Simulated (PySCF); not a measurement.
## Bond curve of MgTe

Set-up: basis Mg aug-cc-pVDZ, Te aug-cc-pVDZ-PP with ECP28; scalar-relativistic core potentials; PySCF 2.14. Energies in eV from Mg + Te in their ground configurations at the same level. State: ¹Σ⁺ (singlet), closed shell.

Curves on a restricted Hartree–Fock reference rise too fast on stretching and do not dissociate correctly.

```csv
R (Å),RHF-CCSD,r²SCAN,PBE0
2.128,,-0.763,-0.605
2.227,-0.561,-1.261,-1.102
2.326,-0.877,-1.532,-1.373
2.400,-0.998,-1.625,-1.467
2.474,-1.046,-1.646,-1.491
2.548,-1.038,-1.613,-1.460
2.647,-0.964,-1.508,-1.359
2.771,-0.808,-1.312,-1.171
2.919,-0.568,-1.027,-0.899
3.117,,-0.626,-0.520
```

Question: Put a parabola through the three lowest points of the RHF-CCSD curve and estimate Re, k and ωe (reduced mass 20.25 u; 1 eV/Å² = 0.16022 mdyn/Å; ωe = 1302.8·√(k/μ) cm⁻¹).

Answer: Through R = 2.4, 2.474, 2.548 Å the second-order coefficient is 5.11 eV/Å², so Re ≈ 2.500 Å, k ≈ 1.64 mdyn/Å and ωe ≈ 371 cm⁻¹. A polynomial fit of higher order to the unrounded RHF-CCSD energies gives Re = 2.498 Å, k = 1.47 mdyn/Å, ωe = 351 cm⁻¹; anharmonicity and rounding make the difference.

The higher-order fit for each curve: RHF-CCSD: Re = 2.498 Å, ωe = 351 cm⁻¹, De = 1.05 eV; r²SCAN: Re = 2.463 Å, ωe = 371 cm⁻¹, De = 1.65 eV; PBE0: Re = 2.466 Å, ωe = 367 cm⁻¹, De = 1.49 eV.

Correlated steps freeze 5 core orbitals. Correlated levels converge slowly with the basis: in double zeta they bind strong bonds too weakly, by up to about 1 eV, and carry superposition errors of some tenths. Spin–orbit coupling is left out, which matters for elements this heavy, above all for dissociation energies. Where the molecule has an RHF reference, its open-shell atoms are computed with UHF.
